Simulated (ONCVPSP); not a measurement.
**Building the ONCV potential for Mg (Z = 12) (LDA (Perdew-Zunger), scalar-relativistic).**

ONCVPSP 4.0.1 was run on this input:

```
# ATOM AND REFERENCE CONFIGURATION
# atsym  z   nc   nv     iexc    psfile
  Mg 12.00    3    1        3      upf
#
#   n    l    f
    1    0    2.00
    2    0    2.00
    2    1    6.00
    3    0    1.00
#
# PSEUDOPOTENTIAL AND OPTIMIZATION
# lmax
    2
#
#   l,   rc,      ep,       ncon, nbas, qcut
    0    2.45    0.00    4    7    3.20
    1    2.25    0.18    4    8    3.00
    2    2.40    0.43    4    9    4.50
#
# LOCAL POTENTIAL
# lloc, lpopt,  rc(5),   dvloc0
    4    4    2.25    0.00
#
# VANDERBILT-KLEINMAN-BYLANDER PROJECTORs
# l, nproj, debl
    0    1    2.80
    1    2    1.80
    2    2    2.00
#
# MODEL CORE CHARGE
# icmod, fcfact, rcfact
    0    0.00    0.00
#
# LOG DERIVATIVE ANALYSIS
# epsh1, epsh2, depsh
   -2.00    5.00    0.02
#
# OUTPUT GRID
# rlmax, drl
    6.00    0.01
#
# TEST CONFIGURATIONS
# ncnf
    4
# nvcnf
#   n    l    f
    1
    3    0    2.00
#
    1
    3    0    1.50
#
    2
    3    0    1.00
    3    1    1.00
#
    2
    3    0    0.00
    3    1    2.00
#
```

Command:

```bash
oncvpsp.x < Mg.dat > Mg.out
```

Resulting log (shortened: citation, most of the input echo, consistency checks and plot data are left out):

```
ONCVPSP  (Optimized Norm-Conservinng Vanderbilt PSeudopotential)
scalar-relativistic version 4.0.1

#   n    l    f        energy (Ha)
    1    0    2.00    -4.6402720E+01
    2    0    2.00    -3.2486030E+00
    2    1    6.00    -2.0511635E+00
    3    0    1.00    -4.2362319E-01

Reference configufation results
  iterations    26
  all-electron total energy (Ha)   -1.99156949D+02

Begin loop to  construct optimized pseudo wave functions
and semi-local pseudopoentials for all angular momenta

Calculating optimized projector #   1

 for l=   0

    Fraction of norm inside rc  0.421512
    Optimizing pswf for qcut=   3.19 a_B^-1,  ecut=   5.10 Ha
    Residual kinetic energy error=  1.92D-04 Ha

    Energy error per electron        Cutoff
         Ha          eV             Ha
         0.01000     0.27211        2.35
         0.00100     0.02721        4.01
         0.00010     0.00272        6.43
         0.00001     0.00027       18.27

WARNING wellstate: moderately localized bound state found for n= 3 l=  1
WARNING scattering state with energy  0.05000000
WARNING will be used for the first projector

   Wellstate for l =  1  n =  4
     eigenvalue =   0.0500
     asymptotic potential =   0.5500
     half-point radius =  9.0582

   Wellstate for l =  1  n =  5
     eigenvalue =   1.8500
     asymptotic potential =   2.3500
     half-point radius =  4.1338

Calculating optimized projector #   1

 for l=   1

    Fraction of norm inside rc  0.128610
    Optimizing pswf for qcut=   3.01 a_B^-1,  ecut=   4.52 Ha
    Residual kinetic energy error=  9.61D-05 Ha

    Energy error per electron        Cutoff
         Ha          eV             Ha
         0.01000     0.27211        1.18
         0.00100     0.02721        1.77
         0.00010     0.00272        4.47
         0.00001     0.00027       12.77

Calculating optimized projector #   2

 for l=   1

    Fraction of norm inside rc  0.149696
    Optimizing pswf for qcut=   3.01 a_B^-1,  ecut=   4.52 Ha
    Residual kinetic energy error=  9.32D-03 Ha

    Energy error per electron        Cutoff
         Ha          eV             Ha
         0.01000     0.27211        4.46
         0.00100     0.02721        9.03
         0.00010     0.00272       39.83
         0.00001     0.00027       54.60

   Wellstate for l =  2  n =  4
     eigenvalue =   0.4300
     asymptotic potential =   0.9300
     half-point radius =  5.9818

   Wellstate for l =  2  n =  5
     eigenvalue =   2.4300
     asymptotic potential =   2.9300
     half-point radius =  3.8007

Calculating optimized projector #   1

 for l=   2

    Fraction of norm inside rc  0.250354
    Optimizing pswf for qcut=   4.50 a_B^-1,  ecut=  10.14 Ha
    Residual kinetic energy error=  5.37D-05 Ha

    Energy error per electron        Cutoff
         Ha          eV             Ha
         0.01000     0.27211        4.65
         0.00100     0.02721        7.31
         0.00010     0.00272        9.54
         0.00001     0.00027       32.72

Calculating optimized projector #   2

 for l=   2

    Fraction of norm inside rc  0.236900
    Optimizing pswf for qcut=   4.50 a_B^-1,  ecut=  10.14 Ha
    Residual kinetic energy error=  7.71D-03 Ha

    Energy error per electron        Cutoff
         Ha          eV             Ha
         0.01000     0.27211        9.68
         0.00100     0.02721       24.73
         0.00010     0.00272       62.95
         0.00001     0.00027       70.98

Construct Vanderbilt / Kleinmman-Bylander projectors

B matrix Hermiticity error, ll=   1
   1   2    3.7940E-05

  Orthonormal projector coefficients  1.0727E+00  2.4851E-01

B matrix Hermiticity error, ll=   2
   1   2    2.4977E-05

  Orthonormal projector coefficients -1.9088E+00 -5.2462E-01

Pseudoatom total energy   -0.542750

Diagnostic tests using Vanderbilt-Kleinman-Bylander pseudopotentials
  1 or more projectors used as specified by nproj input data

   l    rcore       rmatch      e in        delta e   norm test  slope test

   0   2.4529086   2.5273842  -0.4236232  -0.0000006   1.0000000   1.0000127

   1   2.2558469   2.3243393   0.0500000   0.0000019   1.0000463   1.0000463
   1   2.2558469   2.3243393   1.8500000   0.0000057   1.0001102   1.0001102

   2   2.4092808   2.4824318   0.4300000   0.0000030   1.0000149   1.0000149
   2   2.4092808   2.4824318   2.4300000   0.0000294   1.0000449   1.0000449

 Testing for bound ghosts
   n   l    E NL Schr. Eq   E Basis Diag.   E Cutoff

   1   0       -0.423624       -0.422263     20.79

   2   1       -0.263517       -0.250559     59.24

       2                       -0.059484     76.36  WARNING - GHOST(-)

 Testing for highly-localized positive-energy ghosts
       l    <radius>/rc     E Basis Diag.   E Cutoff

Test configuration 0

   n   l     f        eae           eps        diff
   1   0  2.0000  -46.40272014
   2   0  2.0000   -3.24860302
   2   1  6.0000   -2.05116349
   3   0  1.0000   -0.42362319   -0.42362383   -6.35D-07

    Total energies and differences
      AE_ref= -1.99156949D+02  AE_tst= -1.99156949D+02  dif=  0.00D+00
      PS_ref= -5.42749887D-01  PS_tst= -5.42749887D-01  dif= -4.44D-16
      PSP excitation error=  4.44D-16

Test configuration 1

   n   l     f        eae           eps        diff
   1   0  2.0000  -46.06269233
   2   0  2.0000   -2.91364835
   2   1  6.0000   -1.71672669
   3   0  2.0000   -0.17593428   -0.17747369   -1.54D-03

    Total energies and differences
      AE_ref= -1.99156949D+02  AE_tst= -1.99453654D+02  dif= -2.97D-01
      PS_ref= -5.42749887D-01  PS_tst= -8.40767609D-01  dif= -2.98D-01
      PSP excitation error=  1.31D-03

Test configuration 2

   n   l     f        eae           eps        diff
   1   0  2.0000  -46.22203001
   2   0  2.0000   -3.07100820
   2   1  6.0000   -1.87388458
   3   0  1.5000   -0.29516746   -0.29673190   -1.56D-03

    Total energies and differences
      AE_ref= -1.99156949D+02  AE_tst= -1.99336346D+02  dif= -1.79D-01
      PS_ref= -5.42749887D-01  PS_tst= -7.22640761D-01  dif= -1.80D-01
      PSP excitation error=  4.94D-04

Test configuration 3

   n   l     f        eae           eps        diff
   1   0  2.0000  -46.13968489
   2   0  2.0000   -2.98946266
   2   1  6.0000   -1.79194517
   3   0  1.0000   -0.21203689   -0.21266576   -6.29D-04
   3   1  1.0000   -0.07824987   -0.07853622   -2.86D-04

    Total energies and differences
      AE_ref= -1.99156949D+02  AE_tst= -1.99324181D+02  dif= -1.67D-01
      PS_ref= -5.42749887D-01  PS_tst= -7.10404974D-01  dif= -1.68D-01
      PSP excitation error=  4.24D-04

Test configuration 4

psatom: WARNING lschvkbb convergence error n,l,iter=   2   1   2
ea(ii),et,emin,emax -4.632256E-01 -4.169030E-01 -4.169030E-01 -4.169030E-01
run_config: WARNING for fully non-local PS atom, stg. 2
 WARNING no output for configuration 5
```

The run took about 2.3 s on one core of a shared server CPU.
